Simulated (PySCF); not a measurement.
B(CF3)(H)(OMe) (C₂H₄BF₃O), SMILES B(C(F)(F)F)OC. Heavy atoms are numbered as in [BH:1]([C:2]([F:3])([F:4])[F:5])[O:7][CH3:8]. Hydrogens are named by the atom that carries them.

Geometry: PBE0-D3(BJ)/def2-SVP. The values are those of a single conformer.

Method: PBE0/pcSseg-1 (PySCF).

GIAO shieldings, no solvent; atoms alike by connectivity are averaged. δ = σ(ref) − σ: ¹¹B against BF3 (σ = 88.8 ppm); ¹³C against TMS (σ = 186.3 ppm); ¹⁹F against CFCl3 (σ = 167.2 ppm); ¹H against TMS (σ = 31.56 ppm); ¹⁷O against H2O (σ = 334.2 ppm), references at their B3LYP-D3(BJ)/def2-TZVP geometries, non-relativistic.

| atoms | nucleus | count | δ (ppm) |
|---|---|---|---|
| B1 (BH) | ¹¹B | 1 | 26.5 |
| C2 | ¹³C | 1 | ? |
| C8 (CH3) | ¹³C | 1 | ? |
| F3 | ¹⁹F | 3 | -94.3 |
| H on B1 | ¹H | 1 | 5.18 |
| H on C8 | ¹H | 3 | ? |
| O7 | ¹⁷O | 1 | 188.6 |

Q: Some entries are withheld; supply them. (The exact figures need the calculation; the answer reports its results.)

A: 
- H on C8, δ (ppm): 4.41
- C2, δ (ppm): 129.6
- C8 (CH3), δ (ppm): 59.3
